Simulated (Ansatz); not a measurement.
Ansatz (a first-principles code) input:

Ansatz 0.2 input:
```yaml
crystal:
  periodic: [false, false, false]
  atoms:
    - {symbol: Re, position_ang: [0.30097863, -0.09053788, -0.17136612]}
    - {symbol: O, position_ang: [1.69940675, -0.51120134, -0.96757946]}
    - {symbol: Br, position_ang: [0.68465690, -0.64979980, 2.18770531]}
    - {symbol: Br, position_ang: [-1.20135192, 0.80522768, -1.89351825]}
    - {symbol: Br, position_ang: [-1.12270183, -2.08937295, -0.22607669]}
    - {symbol: Br, position_ang: [0.60600681, 2.24480083, 0.52026376]}
basis:
  gaussian:
    orbitals: def2-SVP
magnetization: {spin_polarized: true, initial_magnetization: 1}
correlation: {method: ccsd_t, electrons: outside_noble_gas}
```

What final total energy does it print?

-10441.80681 Eh (CCSD(T)/def2-SVP). The basis has 174 functions.

The spin state was set by rule; other spins were not relaxed.

The determinant is spin-contaminated: <S^2> is 0.96 against 0.75 for a pure state.
